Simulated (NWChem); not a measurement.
System: C3H4F2O; SMILES CO/C(F)=C/F

```xyz
10

C      0.0605     2.2295    -0.1947
O      0.6274     1.1125     0.4717
C      0.0011    -0.0455     0.2979
F     -1.2808    -0.0509     0.6521
C      0.6097    -1.1428    -0.1546
F     -0.0139    -2.3161    -0.2118
H      0.6886     3.0941     0.0509
H      0.0607     2.0733    -1.2868
H     -0.9686     2.4175     0.1474
H      1.6543    -1.1378    -0.4661
```
Atoms are numbered in this order, from 1.

All runs: NWChem. Coordinates come from a PBE0/def2-SVP optimisation. Level: B3LYP/def2-SVP with SMD (1 M gas to 1 M solution), gas-phase geometry.

Q: Among these, which solvent gives the lowest value of “dipole in solution (D)”?
A) dimethyl sulfoxide
B) 1,4-dioxane
C) water
D) anisole

A: B, 1,4-dioxane. Values: 1,4-dioxane 2.82; anisole 2.94; water 3.06; dimethyl sulfoxide 3.07
